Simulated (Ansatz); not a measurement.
`N[SiH2]N[SiH2]Cl` from Hartree–Fock to CCSD(T)

Cartesian coordinates in Å:
```
N 1.1552 1.1811 -1.4786
Si 1.1550 -0.0082 -0.2514
N -0.1749 0.2230 0.8316
Si -1.5155 -0.8083 1.0550
Cl -2.9666 -0.5601 -0.4014
H 0.4057 1.2578 -2.1466
H 2.0216 1.5416 -1.8411
H 2.4699 0.1464 0.4230
H 0.9827 -1.4162 -0.7033
H -0.2736 1.1576 1.2065
H -1.0841 -2.2177 0.9640
H -2.1753 -0.4969 2.3423
```

Total charge 0; spin multiplicity 1. The structure was optimised at the PBE0-D4/def2-TZVP level. It is one conformer, not always the lowest. Frozen core, restricted reference, Ansatz 0.2.0. CBS rows extrapolate triple and quadruple zeta; past MP2 they add the triple-zeta difference.

```tsv
basis	HF (Eh)	MP2 corr.	CCSD corr.	(T)	CCSD(T) total
def2-TZVPP	-1150.57923	-0.86078	-0.91862	-0.03529	-1151.53314
def2-QZVPP	-1150.61663	-0.93059	–	–	–
CBS(def2)	-1150.62178	-0.98229	-1.04013	as TZ	-1151.69720
```
